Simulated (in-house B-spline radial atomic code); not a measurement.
Radial electron density of Ca, [Ar] 4s2. Computed with a radial B-spline atomic code at the basis-set limit: scalar-relativistic (X2C) r2SCAN, spin-polarised, spherical fractional occupations, Fermi nucleus of rms radius 3.4776 fm.

Columns: r (bohr), 4πr²n(r) (electrons per bohr), bar.

```
 0.00277   0.5449 #
 0.00339   0.7833 #
 0.00416    1.126 ##
  0.0051    1.605 ###
 0.00625    2.269 ####
 0.00766    3.177 ######
 0.00938     4.39 ########
  0.0115     5.99 ###########
  0.0141    8.027 ##############
  0.0173    10.53 ###################
  0.0212    13.41 ########################
   0.026    16.53 ##############################
  0.0318    19.53 ###################################
   0.039    22.01 #######################################
  0.0478    23.41 ##########################################
  0.0586    23.34 ##########################################
  0.0718     21.8 #######################################
   0.088    19.43 ###################################
   0.108    17.44 ###############################
   0.132    17.18 ###############################
   0.162    19.17 ##################################
   0.199    22.45 ########################################
   0.244     24.6 ############################################
   0.299    23.39 ##########################################
   0.366    18.51 #################################
   0.449    12.02 #####################
    0.55    7.268 #############
   0.674    5.968 ###########
   0.826    7.032 #############
    1.01    7.795 ##############
    1.24     6.75 ############
    1.52    4.443 ########
    1.86    2.306 ####
    2.29     1.08 ##
     2.8   0.7161 #
    3.43    0.642 #
    4.21   0.5226 #
    5.16   0.3234 #
    6.32   0.1426 
    7.75   0.0419 
     9.5 0.007823 
    11.6 0.0009176 
    14.3 5.452e-05
```

On this grid the curve has 3 maxima, near 0.0478, 0.244, 1.01 bohr.

The 3p down radial function P(r) = rR(r), positive near the nucleus:

```
r (bohr)          P
 0.00339   0.001061
  0.0051   0.002294
 0.00766   0.004929
  0.0115     0.0105
  0.0173     0.0221
   0.026    0.04527
   0.039    0.08882
  0.0586     0.1644
   0.088     0.2772
   0.132     0.4058
   0.199     0.4723
   0.299     0.3367
   0.449   -0.08549
   0.674    -0.6476
    1.01    -0.9518
    1.52    -0.7553
    2.29    -0.3332
    3.43   -0.07891
    5.16  -0.008244
```
Radii and densities under X2C are those of the two-component orbitals, without the picture-change correction, which makes inner s shells of heavy atoms about 5 % too small.
